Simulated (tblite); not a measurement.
Isomers of C4H10Si. Computed values, GFN2-xTB/tblite, gas phase, harmonic and unscaled. Errors from tens to a few hundred cm⁻¹ against measured bands are possible. Modes of hydrogen on silicon can be 10 to 20 % off. One conformer each.

Electronic energies: GFN2-xTB at the same geometries; isomer energies are rough at this level and their order can be wrong.

```json
{"SMILES": "C=C[C@H](C)[SiH3]", "electronic energy, lowest = 0 (kJ/mol)": "0.0"}
{"SMILES": "CC[C@H]1C[SiH2]1", "electronic energy, lowest = 0 (kJ/mol)": "47.8"}
{"SMILES": "C=C[SiH](C)C", "electronic energy, lowest = 0 (kJ/mol)": "55.8"}
{"SMILES": "CC[SiH]1CC1", "electronic energy, lowest = 0 (kJ/mol)": "86.3"}
```

**Question.** How do GFN2-xTB zero-point energies change the relative energies?

**Answer.** 
| SMILES | ZPE (kJ/mol) | of it from modes above 1550 cm⁻¹ | electronic (kJ/mol) | with ZPE, lowest = 0 (kJ/mol) | lowest mode (cm⁻¹) | rings |
| --- | --- | --- | --- | --- | --- | --- |
| C=C[C@H](C)[SiH3] | 316.4 | 177.9 | 0.0 | 0.0 | 76 | 0 |
| CC[C@H]1C[SiH2]1 | 328.0 | 172.6 | 47.8 | 59.4 | 96 | 1 |
| C=C[SiH](C)C | 322.3 | 186.9 | 55.8 | 61.8 | 12i | 0 |
| CC[SiH]1CC1 | 332.0 | 177.0 | 86.3 | 101.9 | 46 | 1 |

The zero-point energies span 15.6 kJ/mol, from `C=C[C@H](C)[SiH3]` to `CC[SiH]1CC1`. Slightly imaginary modes are left out of the zero-point energy: `C=C[SiH](C)C` 11.8i cm⁻¹. The order is unchanged.

**Question.** What do entropy and thermal enthalpy add at 298.15 K and 1 bar (rigid rotor, harmonic oscillator, one conformer each)?

**Answer.** 
| SMILES | point group | symmetry number | S (J/(mol K)) | H − H(0) (kJ/mol) | ZPE + H − H(0) − TS (kJ/mol) |
| --- | --- | --- | --- | --- | --- |
| C=C[C@H](C)[SiH3] | C1 | 1 | 353.6 | 22.87 | 233.8 |
| CC[C@H]1C[SiH2]1 | C1 | 1 | 336.3 | 20.81 | 248.5 |
| CC[SiH]1CC1 | C1 | 1 | 348.3 | 21.59 | 249.8 |

Not tabulated: `C=C[SiH](C)C` (lowest mode only 12i cm⁻¹).
